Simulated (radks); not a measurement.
Neutral technetium inside a hard spherical wall (all orbitals vanish at R), configuration held at [Kr] 4d5 5s2 and not refilled when levels cross. Method: scalar-relativistic Kohn-Sham, PBE, spin-unpolarised, spherical densities, point nucleus; computed with a radial shooting solver on a logarithmic mesh with Libxc functionals. Eigenvalues in eV, with the zero of energy where the potential of the charges vanishes at infinity; a dash marks a level that is unbound or too diffuse for the functional's potential to be trusted. A positive occupied level is held by the wall or, in an anion where self-interaction has pushed it up, behind a barrier. The pressure on the wall is -dE/dV.

| R (bohr) | E (hartree) | kinetic (hartree) | e(4s) | e(4p) | e(4d) | e(5s) | e(5p, empty) | e(6s, empty) | pressure (GPa) |
|---|---|---|---|---|---|---|---|---|---|
| free | -4285.59229 | 4425.240 | -73.379 | -45.343 | -6.662 | -5.043 | -1.399 | - | 0 |
| 20 | -4285.59229 | 4425.240 | -73.379 | -45.343 | -6.662 | -5.043 | -1.399 | - | < 0.0001 |
| 12 | -4285.59224 | 4425.241 | -73.374 | -45.338 | -6.657 | -5.039 | -1.363 | 0.847 | 0.000909 |
| 10 | -4285.59179 | 4425.246 | -73.342 | -45.305 | -6.626 | -5.011 | -1.255 | 1.859 | 0.0137 |
| 8 | -4285.58723 | 4425.281 | -73.136 | -45.100 | -6.433 | -4.823 | -0.810 | 4.536 | 0.212 |
| 7 | -4285.57645 | 4425.351 | -72.801 | -44.767 | -6.125 | -4.494 | -0.188 | 7.467 | 0.863 |
| 6 | -4285.54235 | 4425.537 | -72.041 | -44.016 | -5.437 | -3.683 | 1.159 | 12.912 | 3.76 |
| 5 | -4285.42927 | 4426.067 | -70.300 | -42.316 | -3.877 | -1.577 | 4.303 | 23.922 | 18.5 |
| 3 | -4283.12359 | 4434.691 | -55.639 | -28.248 | 10.833 | 26.286 | 39.762 | 118.75 | 1030 |
| 2.5 | -4279.75006 | 4446.581 | -43.724 | -16.296 | 25.030 | 58.638 | 77.193 | 203.76 | 4060 |
| 2 | -4269.56951 | 4479.904 | -18.220 | 11.015 | 58.202 | 139.56 | 165.27 | 387.38 | 20600 |
